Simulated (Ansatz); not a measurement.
Consider the formal hydrolysis of the In–C bond: `[CH3][In]([OH])[OH]` + H₂O → `[OH][In]([OH])[OH]` + CH₄.

Program: Ansatz. Geometries: PBE0-D4/def2-TZVP. ΔE: electronic, gas phase. CBS: MP2 limit from def2 TZ/QZ plus the TZ coupled-cluster correction, frozen cores. This one scheme is used for every species. Functionals use def2-TZVPP. HSE06 is defined as in plane-wave codes. def2 core potentials past Kr. For In outer-core shells are correlated without core-valence functions, which leaves a few kJ/mol of doubt a bond. Each species was taken in one conformer, which may not be the lowest.

**Question.** Is it downhill or uphill in electronic energy at CCSD(T)/CBS, and by how much? (An estimate is asked.)

**Answer.** Ansatz gave: Downhill: ΔE = -0.33 eV.

**Question.** What do these levels give: HSE06-D4, PBE, PBE0, LC-ωPBE, CCSD/def2-SVP, HF/def2-QZVPP? (Estimate.)

**Answer.** Ansatz gave: HSE06-D4 -0.30, PBE -0.36, PBE0 -0.32, LC-ωPBE -0.38, CCSD/def2-SVP -0.48, HF/def2-QZVPP -0.46 eV.

Largest T1 diagnostic among the species: 0.017.

From r2SCAN to r2SCAN0 (25 % exact exchange), in def2-TZVPP and without D4, ΔE moves by +0.06 eV. At CCSD(T), def2-SVP lies −0.16 eV from the extrapolated value and def2-TZVPP −0.00 eV.
